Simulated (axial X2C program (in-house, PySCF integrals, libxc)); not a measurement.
LiCd: bond constants with and without spin–orbit coupling

All values were computed with an in-house all-electron X2C program for linear molecules (integrals from PySCF). Spin-free means the one-electron spin-free X2C Hamiltonian; two-component (2c) means X2C with spin–orbit coupling and atomic mean-field two-electron Coulomb and Gaunt terms, so the difference of the two also holds small scalar two-electron terms. Basis: Cd dyall-cv3z [12s12p8d5f3g], Li dyall-cv3z [7s8p2d] (cores contracted in-house); Gaussian nuclei, density fitting, unrestricted open shells. Masses: Cd 113.903 u, Li 7.016 u.

State, spin-free: M_S = 1/2, Λ = 0 (beyond evenly filled blocks: σα); electrons by block: σα: 12, σβ: 11, π+α: 5, π+β: 5, π-α: 5, π-β: 5, δ+α: 2, δ+β: 2, δ-α: 2, δ-β: 2. Fragments: Cd + Li.

State, 2c: Ω = 1/2 (⟨Sz⟩ = 0.50, ⟨Lz⟩ = 0.00 at PBE0); electrons by block: 1/2: 17, -1/2: 16, 3/2: 7, -3/2: 7, 5/2: 2, -5/2: 2. Fragments: Cd + Li.

```csv
Hamiltonian,level,Re (Å),ωe (cm⁻¹),Be (cm⁻¹),De (eV),k (mdyn/Å),μ (D)
spin-free,PBE0,3.037,161.0,0.2765,0.192,0.101,0.51
spin-free,CCSD,3.173,114.7,0.2534,0.087,0.0512,n/a
spin-free,CCSD(T),3.174,113.0,0.2531,0.085,0.0497,n/a
2c,PBE0,3.035,161.4,0.2768,0.192,0.101,0.52
2c,CCSD,3.171,115.3,0.2538,0.086,0.0518,n/a
2c,CCSD(T),3.172,113.5,0.2535,0.085,0.0502,n/a
```

Correlated methods: 13 electrons correlated (number of frozen shells: Cd 4 s, 3 p, 1 d; Li 1 s), 249 virtual spin orbitals or spinors in MP2, 90 natural virtuals in coupled cluster.

Dipoles are positive if Li is the positive end.

The state is a single determinant with fixed occupations, the lowest that a limited PBE0 search found. De is counted from the lowest determinant-based energies of the atoms at the same level, without counterpoise correction. Density functionals use the spin component along the axis (collinear). CCSD and (T) use frozen natural virtuals with an MP2 correction for the truncation; (T) itself is uncorrected, so its De runs slightly low.

No reliable constants came from HF (2c), HF (spin-free), LDA (2c), LDA (spin-free), MP2 (2c), MP2 (spin-free): no minimum in range, unconverged points, a curve that is not smooth, a change of character along it, or the two Hamiltonians disagreeing along it.

Rough cost a point (2c) on 1 thread(s) of a shared host, integrals apart: PBE0 0.4 s, CCSD(T) 4 s.

The whole task took 110 s on 1 thread of Arm Neoverse V2, on a shared host.
